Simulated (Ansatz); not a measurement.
An input meant for Zn8O8H22 (charge 0, singlet).

```yaml
crystal:
  periodic: [false, false, false]
  atoms:
    - {symbol: Zn, position_ang: [1.286691, -3.068224, -2.268861]}
    - {symbol: O, position_ang: [0.171642, -3.266269, 0.939022]}
    - {symbol: O, position_ang: [0.349209, -1.145174, -1.363525]}
    - {symbol: Zn, position_ang: [-1.354961, -1.187139, -0.295839]}
    - {symbol: Zn, position_ang: [0.771952, -1.811718, 2.236999]}
    - {symbol: O, position_ang: [-0.798160, -0.551683, 1.634003]}
    - {symbol: O, position_ang: [-1.998235, 0.492934, -1.254834]}
    - {symbol: Zn, position_ang: [-3.082792, 2.366434, -1.112758]}
    - {symbol: Zn, position_ang: [-0.455532, 1.363182, 2.212882]}
    - {symbol: O, position_ang: [-3.335232, 2.483178, 0.935305]}
    - {symbol: Zn, position_ang: [2.309108, -1.046504, -0.887009]}
    - {symbol: O, position_ang: [2.176603, -0.735984, 1.115236]}
    - {symbol: O, position_ang: [2.763152, 0.861031, -1.454061]}
    - {symbol: Zn, position_ang: [-0.475599, 1.891758, -1.491183]}
    - {symbol: Zn, position_ang: [2.069310, 1.320739, 1.466562]}
    - {symbol: O, position_ang: [0.340710, 2.004980, 0.391892]}
    - {symbol: H, position_ang: [1.244896, -2.724421, -3.799141]}
    - {symbol: H, position_ang: [0.991085, -4.148155, -1.107539]}
    - {symbol: H, position_ang: [-0.788185, -3.217772, 0.689612]}
    - {symbol: H, position_ang: [0.611987, -3.588736, 0.055771]}
    - {symbol: H, position_ang: [0.199563, -0.623339, -2.178470]}
    - {symbol: H, position_ang: [-2.267655, -2.465255, -0.033126]}
    - {symbol: H, position_ang: [1.125375, -2.033727, 3.739750]}
    - {symbol: H, position_ang: [-1.572903, -0.859572, 2.145956]}
    - {symbol: H, position_ang: [-2.352862, 0.173149, -2.108650]}
    - {symbol: H, position_ang: [-4.429380, 2.374627, -1.907940]}
    - {symbol: H, position_ang: [-1.573506, 3.202953, -1.295789]}
    - {symbol: H, position_ang: [-1.719283, 2.146302, 2.780313]}
    - {symbol: H, position_ang: [-4.152647, 2.087563, 1.288442]}
    - {symbol: H, position_ang: [-2.624487, 2.326314, 1.638258]}
    - {symbol: H, position_ang: [3.014650, -2.352129, -1.467931]}
    - {symbol: H, position_ang: [3.031659, -0.999124, 1.512174]}
    - {symbol: H, position_ang: [1.941195, 1.299775, -1.838732]}
    - {symbol: H, position_ang: [3.049845, 1.426084, -0.681374]}
    - {symbol: H, position_ang: [0.636084, 1.634642, -2.607245]}
    - {symbol: H, position_ang: [1.141040, 1.350214, 2.898935]}
    - {symbol: H, position_ang: [3.369256, 2.024072, 0.881990]}
    - {symbol: H, position_ang: [0.421507, 2.975796, 0.490304]}
basis:
  gaussian: {orbitals: def2-TZVP, fitting: {mean_field: def2-universal-jkfit}}
magnetization: {spin_polarized: true, initial_magnetization: 1}
hamiltonian: {xc: {name: CAM-B3LYP}, dispersion: d3bjatm}
scf: {omitted_lower_state_checks: [starts]}
output: {forces: true}
```

```sh
$ ansatz run in.yaml --threads 2 --pin off --events-out ev --progress --plain --max-ram 32768MiB --backend cuda --devices 0, --max-vram 18GiB
```

(1) Predict how Ansatz answers.

Results:

(1) The input was rejected before any iteration. The number of unpaired electrons doesn't fit the electron count.
```
Error: a molecule whose nuclei and cores have a total charge of 326 cannot have a net charge of 0 together with 1 unpaired electrons
```
